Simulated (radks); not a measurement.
Question: Dy2+, configuration [Xe] 4f10 (the NIST ground configuration). All-electron calculation, scalar-relativistic Kohn-Sham, BLYP, spin-polarised, spherical densities, point nucleus; open shells are filled with parallel spins first (spin-orbit coupling, left out, can overturn this in heavy ions). Program: a radial shooting solver on a logarithmic mesh with Libxc functionals. Some entries of the table are withheld. Estimate them.

| orbital | occ. | eigenvalue (eV) | <r> (bohr) |
|---|---|---|---|
| 1s up | 1 | -53682.80 | 0.02111 |
| 1s down | 1 | -53682.80 | 0.02111 |
| 2s up | 1 | -8950.778 | 0.08976 |
| 2s down | 1 | -8950.742 | 0.08976 |
| 2p up | 3 | -7943.257 | 0.07945 |
| 2p down | 3 | -7943.231 | 0.07945 |
| 3s up | 1 | -2003.306 | 0.2346 |
| 3s down | 1 | -2001.761 | 0.2345 |
| 3p up | 3 | -1694.095 | 0.2335 |
| 3p down | 3 | -1692.555 | 0.2333 |
| 3d up | 5 | -1296.436 | 0.2122 |
| 3d down | 5 | -1295.256 | 0.2120 |
| 4s up | 1 | -408.4616 | 0.5299 |
| 4s down | 1 | -404.9765 | 0.5300 |
| 4p up | 3 | -306.6826 | 0.5617 |
| 4p down | 3 | -303.2450 | 0.5619 |
| 4d up | 5 | -168.1623 | 0.6097 |
| 4d down | 5 | -164.7931 | 0.6105 |
| 5s up | 1 | -63.6259 | 1.294 |
| 5s down | 1 | -61.9555 | 1.306 |
| 5p up | 3 | (1) | 1.529 |
| 5p down | 3 | (2) | 1.549 |
| 4f up | 7 | (3) | 0.8543 |
| 4f down | 3 | (4) | 0.8940 |
| 6s up | 0 | -14.8733 | 3.371 |
| 6s down | 0 | -14.6769 | 3.404 |
| 5d up | 0 | -13.8070 | (5) |
| 5d down | 0 | -13.3921 | (6) |

Answer: 
(1) 5p up eigenvalue (eV): -39.7707
(2) 5p down eigenvalue (eV): -38.5615
(3) 4f up eigenvalue (eV): -18.1650
(4) 4f down eigenvalue (eV): -15.2783
(5) 5d up <r> (bohr): 2.475
(6) 5d down <r> (bohr): 2.538
